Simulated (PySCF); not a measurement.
Gas-phase reaction: 3 In(CH3)3 + 2 NH + NH3 ⇌ 3 In(CH3)2NH2 + C3H8

Computed with PySCF and rigid-rotor harmonic-oscillator thermochemistry at 1 bar. † marks an energy on the PBE0/def2-TZVP geometry and frequencies. MP2 freezes the core. Open shells (unrestricted): NH (multiplicity 3); the rest are closed-shell singlets. B3LYP is the form with VWN-RPA correlation. In: scalar-relativistic def2 core potential, no spin-orbit coupling. In(CH3)2NH2: computed as isolated molecules; such fragments, hydroxides, amides, oligomers or adducts are transient or little studied in the gas. MP2 isn't extrapolated to the basis-set limit.

ωB97M-V/def2-TZVP† gives ΔH°(298 K) = -824 kJ.

Task: What do PBE0/def2-SVP†, MP2/def2-TZVPP†, B3LYP/def2-TZVP† give?

Result: PBE0/def2-SVP†: -819 kJ; MP2/def2-TZVPP†: -852 kJ; B3LYP/def2-TZVP†: -793 kJ. For scale, ΔH°(298 K) is -824 kJ at this level, -832 kJ at ωB97X-V/def2-TZVP†, and runs from -1031 to -477 kJ over the 15 levels computed.
